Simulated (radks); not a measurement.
Question: These are the eigenvalues of the occupied orbitals of an atom or ion with whole-number occupations (hartree). Method: Dirac Kohn-Sham, PBE, spin-unpolarised, spherical densities, finite nucleus; Fermi nuclear charge, rms radius of each element as measured or else 0.836 A^(1/3) + 0.57 fm; computed with a radial shooting solver on a logarithmic mesh with Libxc functionals.

1s1/2: -2320.807
2s1/2: -395.0982
2p1/2: -377.1790
2p3/2: -336.1124
3s1/2: -89.78366
3p1/2: -81.84348
3p3/2: -73.08411
3d3/2: -59.58668
3d5/2: -57.67421
4s1/2: -18.13147
4p1/2: -14.89605
4p3/2: -12.90368
4d3/2: -7.58053
4d5/2: -7.21686
5s1/2: -2.56508
5p1/2: -1.66805
5p3/2: -1.41213
4f5/2: -0.70870
4f7/2: -0.65268
6s1/2: -0.40588

Which element is it, and in what charge state? The configuration may be excited. Open shells, if any, are shared by 2j + 1.

Answer: Z = 71, lutetium, charge +1: Lu+ in [Xe] 4f14 6s2. The list shows which subshells hold electrons but not how many an open one holds; the 1s level, -2320.8 hartree, gives Z - s = 68.1 by -(Z - s)^2/2, which with screening and relativity narrows Z to a few neighbours, and the depths of the outer levels then fix element, charge and occupations together.
